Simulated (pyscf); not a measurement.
H₃C–Re(CH₃)(=O)(=O)–OH, singlet

Gas-phase minimum from PySCF at ωB97X-D3(BJ)/def2-SVP, one conformer. 

```xyz
13

C     -2.1008     0.4981     1.1610
Re    -0.1264     0.0610     0.5380
C      1.3740    -1.4032     0.1937
O     -0.2258     0.6667    -1.0315
O      0.7141     1.0236     1.6366
O     -0.9833    -1.6360     1.0832
H     -2.8100    -0.0386     0.5206
H     -2.2288     0.1902     2.2049
H     -2.2008     1.5897     1.0465
H      2.2409    -0.8483    -0.1980
H      1.6493    -1.9014     1.1337
H      1.0361    -2.1351    -0.5531
H     -0.4157    -2.4084     0.9913
```
Charge 0, spin multiplicity 1.

Bonded distances (Å): C1–Re2 2.116, C1–H7 1.096, C1–H8 1.096, C1–H9 1.102, Re2–C3 2.124, Re2–O4 1.685, Re2–O5 1.685, Re2–O6 1.978, C3–H10 1.101, C3–H11 1.099, C3–H12 1.099, O6–H13 0.963. Angles (°): Re2–C1–H7 109.3, Re2–C1–H8 109.4, Re2–C1–H9 105.0, H7–C1–H8 110.1, H7–C1–H9 111.4, H8–C1–H9 111.5, C1–Re2–C3 148.1, C1–Re2–O4 98.3, C1–Re2–O5 98.9, C1–Re2–O6 72.0, C3–Re2–O4 98.0, C3–Re2–O5 98.5, C3–Re2–O6 76.1, O4–Re2–O5 115.5 (the first ones only).

Properties at ωB97X-D3(BJ)/def2-SVP:

```
Quantity                                                                                                                                                                                                                                                                                                 Value
---------------------------------------------------------------------------------------------------------------------  ---------------------------------------------------------------------------------------------------------------------------------------------------------------------------------------
Harmonic wavenumbers, unscaled                                                                                         29, 223, 235, 236, 255, 266, 271, 324, 415, 520, 553, 554, 647, 775, 793, 796, 839, 1021, 1048, 1091, 1240, 1251, 1417, 1427, 1443, 1444, 3072, 3077, 3190, 3208, 3210, 3244, 3898 cm⁻¹
Zero-point energy                                                                                                                                                                                                                                                                                60.1 kcal/mol
Rotational symmetry number                                                                                                                                                                                                                                                                                   1
Entropy of this conformer at 298 K and 1 atm, rigid rotor and harmonic oscillator, modes under 100 cm⁻¹ raised to 100                                                                                                                                                                          374.4 J/(mol K)
Dipole moment                                                                                                                                                                                                                                                                                           1.78 D
```

Single-point totals, which compare only within one level:

```tsv
level	total energy (hartree)
ωB97X-D3(BJ)/def2-TZVP	-384.71223
PBE/def2-TZVP	-384.33744
r²SCAN/def2-TZVP	-384.51348
B3LYP-D3(BJ)/def2-TZVP	-384.66045
PBE0-D3(BJ)/def2-TZVP	-384.26246
M06-2X/def2-TZVP	-384.32371
ωB97M-D3(BJ)/def2-TZVP	-384.61565
```

The lowest mode is so soft that the shape along it may change with the basis. Soft torsions are taken as harmonic, which can shift the entropy by several J/(mol K). Elements past Kr carry the def2 core potentials, without spin-orbit coupling.
